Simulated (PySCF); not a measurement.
**Computed NMR parameters against published values**

Atom-mapped SMILES (the numbers label the heavy atoms): `[O:1]=[CH:2][c:3]1[cH:4][cH:5][o:6][cH:7]1`; H(Xn) means a hydrogen on atom n.

Published estimates (parent shift plus substituent increments) and measurements: δ 1H H(C7) 8.34; H(C5) 7.61; H(C4) 6.85 ppm (estimated from measurements, as parent shift plus tabulated substituent increment; solution, not stated per compound (mostly CDCl3 or CCl4); Pretsch, Buehlmann, Badertscher, Structure Determination of Organic Compounds, 4th ed. (2009)).

- geometry: GFN2-xTB
- GIAO PBE0/pcSseg-1 shieldings
- program: PySCF 2.14.0 with density-fitted response routines
- relativity neglected, isolated molecule, single conformer

(1) Set the calculated values beside the experiment.

(2) How far are the unscaled 1H shifts from the references?

Answers

(1) 
Reference values: estimated from measurements, as parent shift plus tabulated substituent increment (solution, not stated per compound (mostly CDCl3 or CCl4); Pretsch, Buehlmann, Badertscher, Structure Determination of Organic Compounds, 4th ed. (2009)).
```
atoms  quantity  reference  computed  computed, scaled
H(C7)      δ 1H       8.34      8.34              7.96
H(C5)      δ 1H       7.61      7.54              7.22
H(C4)      δ 1H       6.85      6.98              6.68
```

Computed shifts are σ(ref) − σ with the named reference compound (TMS for H and C) calculated as an isolated molecule at the same level. The measured values may be among those fitted. Scaled to experiment by linear calibration (H and C: mostly CDCl3 data, vs TMS): 1H: δ = 30.01 − 0.943σ (rms 0.16 ppm, 131 shifts, 0.17 ppm with the 2 outliers that the fit left out). Occasional misses reach two or three times the rms, and more in compound classes unlike the fitted ones.

(2) Mean signed difference +0.02 ppm, mean absolute 0.07 ppm over 3 comparisons; the largest is +0.13 ppm at H(C4) (hydrogen on an aromatic CH).
